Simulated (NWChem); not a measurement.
System: SnH₃O₃Cl; SMILES [OH][Sn]([OH])([OH])[Cl]

```xyz
8

O     -1.2515    -1.3960     0.8983
Sn     0.0000     0.0000     0.2208
O     -0.5832     1.7819     0.8983
O      1.8348    -0.3858     0.8983
Cl     0.0000     0.0000    -2.1365
H     -0.7254    -2.1784     1.1614
H     -1.5239     1.7174     1.1614
H      2.2492     0.4610     1.1614
```
Atoms are numbered in this order, from 1.

Program: NWChem. Coordinates come from a PBE-D3(BJ)/def2-SVP optimisation. No frequency run checked for a minimum. def2 effective core potentials on Sn; no spin-orbit coupling. B3LYP is NWChem's, with the RPA form of VWN correlation. Vertical excitations in the gas phase; the lowest state need not have the same character in each row.

Task: Among these, which level gives the highest value of “lowest excitation, singlet (eV)”?
A. LDA (Slater exchange, VWN5)/def2-SVP, TDA
B. PBE/def2-SVP, TDA
C. B3LYP/def2-SVP, TDA

Result: C, B3LYP/def2-SVP, TDA. Values: LDA (Slater exchange, VWN5)/def2-SVP, TDA 4.03; PBE/def2-SVP, TDA 4.11; B3LYP/def2-SVP, TDA 4.81
